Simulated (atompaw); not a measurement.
u(r) = r·R(r): atom against pseudo-atom (Rh)

Columns: radius, all-electron u(r) and pseudo u(r) of the 4s shell (level -82.49 eV) of rhodium in the configuration [Ar] 3d10 4s2 4p6 4d8 5s1 5p0; PBE, scalar-relativistic, PAW (atompaw) scheme, atompaw 4.2.0.5.

| r (bohr) | all-electron | pseudo |
| --- | --- | --- |
| 0.069 | 0.3225 | 0.1850 |
| 0.138 | 0.2275 | 0.3653 |
| 0.208 | -0.3475 | 0.5389 |
| 0.277 | -0.6376 | 0.6968 |
| 0.346 | -0.5662 | 0.8382 |
| 0.415 | -0.2717 | 0.9603 |
| 0.485 | 0.1072 | 1.0623 |
| 0.554 | 0.4638 | 1.1401 |
| 0.623 | 0.7556 | 1.1943 |
| 0.692 | 0.9674 | 1.2251 |
| 0.762 | 1.1026 | 1.2332 |
| 0.831 | 1.1675 | 1.2200 |
| 0.900 | 1.1785 | 1.1881 |
| 0.969 | 1.1494 | 1.1403 |
| 1.038 | 1.0927 | 1.0796 |
| 1.108 | 1.0176 | 1.0078 |
| 1.177 | 0.9339 | 0.9293 |
| 1.246 | 0.8466 | 0.8455 |
| 1.315 | 0.7600 | 0.7600 |
| 1.385 | 0.6757 | 0.6757 |
| 1.454 | 0.5976 | 0.5976 |
| 1.523 | 0.5257 | 0.5257 |
| 1.592 | 0.4603 | 0.4603 |
| 1.662 | 0.4005 | 0.4005 |
| 1.731 | 0.3481 | 0.3481 |
| 1.800 | 0.3017 | 0.3017 |

Q: How many radial nodes do the two functions have?

A: The all-electron 4s function has n − l − 1 = 3 (the table is too coarse to show those close to the nucleus); the pseudo-wave has 0, since the states of the same l below it are removed with the core.

Q: At about which radius was the pseudo-wave matched?

A: 1.35 bohr, where the columns begin to agree (steps of 0.07 bohr).

Q: Where does each function peak?

A: Outermost all-electron maximum near 0.90 bohr, pseudo maximum near 0.76 bohr (to the table’s step).

Q: Is the pseudo-wave norm-conserving?

A: No, it belongs to a PAW set: the norm inside the radius is not constrained, and the difference is carried by the augmentation charge.
